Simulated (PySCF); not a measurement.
PBE on Te⁻ (tellurium, charge -1), [Kr] 4d10 5s2 5p5, 2P determinant. Calculation: PySCF 2.14, in def2-QZVPPD with the def2 core potential (28 electrons); a scalar-relativistic core potential.

```
cycle= 1 E= -268.050286346906  delta_E= -0.0109  |g|= 0.0316  |ddm|= 0.312
cycle= 2 E= -268.050480834111  delta_E= -0.000194  |g|= 0.0135  |ddm|= 0.0602
cycle= 3 E= -268.05058001307  delta_E= -9.92e-05  |g|= 0.0101  |ddm|= 0.0412
cycle= 4 E= -268.050659782117  delta_E= -7.98e-05  |g|= 0.000785  |ddm|= 0.0144
cycle= 5 E= -268.050660476671  delta_E= -6.95e-07  |g|= 0.000156  |ddm|= 0.00185
cycle= 6 E= -268.050660505789  delta_E= -2.91e-08  |g|= 3.02e-05  |ddm|= 0.0004
cycle= 7 E= -268.050660507139  delta_E= -1.35e-09  |g|= 2.38e-06  |ddm|= 8.22e-05
cycle= 8 E= -268.050660507146  delta_E= -7.16e-12  |g|= 1.61e-07  |ddm|= 6.83e-06
converged SCF energy = -268.050660507146  <S^2> = 0.75394873  2S+1 = 2.0039448
```

Highest occupied orbital energy: 0.704 eV; ⟨L²⟩ = 2.03; populations by l: s 4.00, p 11.00, d 10.00, f 0.00.

(1) Can this result be used?

Results:

(1) With care. The calculation finished and met its thresholds. Energies and moments cover only the electrons outside the core potential. At PBE the highest occupied level has a positive energy, so only the finite basis holds that electron; in a semilocal or global hybrid functional this comes from self-interaction and does not mean that the real anion is unbound.
